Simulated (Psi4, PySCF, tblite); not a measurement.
Interaction energy of HCl ··· CH3Br (SMILES Cl and CBr), singlet. Monomers: optimised at B3LYP-D3(BJ) (def2-TZVP), held rigid. Orientation: a random orientation, not optimised. The monomers approach along the line of their centres of mass (distance R); nothing else relaxes.

Geometry at R = 4.05 Å (first 2 atoms: monomer A):
```
7

Cl     0.6410     0.0000     0.0000
H     -0.6410     0.0000     0.0000
C      2.3956    -2.0705     3.7395
Br     1.6782    -0.2526     3.8482
H      2.2482    -2.4220     2.7245
H      1.8505    -2.6820     4.4498
H      3.4496    -2.0233     3.9895
```

- GFN2-xTB (tblite)
- RKS-B3LYP/6-31G* = restricted B3LYP/6-31G*, spherical d, no counterpoise correction (PySCF 2.14.0)
- SAPT0/jun-cc-pVDZ, frozen core (Psi4)

Interaction energies in kcal/mol:

```json
[
 {"R / Å": "3.48", "GFN2-xTB": "-0.30", "RKS-B3LYP/6-31G*": "2.59"},
 {"R / Å": "3.67", "GFN2-xTB": "-0.52", "RKS-B3LYP/6-31G*": "1.47"},
 {"R / Å": "3.86", "GFN2-xTB": "-0.56", "RKS-B3LYP/6-31G*": "0.86"},
 {"R / Å": "4.05", "GFN2-xTB": "-0.52", "RKS-B3LYP/6-31G*": "0.53"},
 {"R / Å": "4.26", "GFN2-xTB": "-0.46", "RKS-B3LYP/6-31G*": "0.34"},
 {"R / Å": "4.44", "GFN2-xTB": "-0.40", "RKS-B3LYP/6-31G*": "0.24"},
 {"R / Å": "4.75", "GFN2-xTB": "-0.31", "RKS-B3LYP/6-31G*": "0.16"},
 {"R / Å": "5.09", "GFN2-xTB": "-0.22", "RKS-B3LYP/6-31G*": "0.12"},
 {"R / Å": "5.53", "GFN2-xTB": "-0.14", "RKS-B3LYP/6-31G*": "0.08"},
 {"R / Å": "6.22", "GFN2-xTB": "-0.07", "RKS-B3LYP/6-31G*": "0.04"},
 {"R / Å": "7.26", "GFN2-xTB": "-0.02", "RKS-B3LYP/6-31G*": "0.01"},
 {"R / Å": "8.55", "GFN2-xTB": "-0.01", "RKS-B3LYP/6-31G*": "0.01"}
]
```

Q: Estimate the SAPT0/jun-cc-pVDZ values at these points.

A: 3.48: 2.30; 3.67: 1.19; 3.86: 0.61; 4.05: 0.30; 4.26: 0.14; 4.44: 0.06; 4.75: 0.01; 5.09: 0.00; 5.53: 0.00; 6.22: 0.00; 7.26: 0.00; 8.55: 0.00 (kcal/mol).
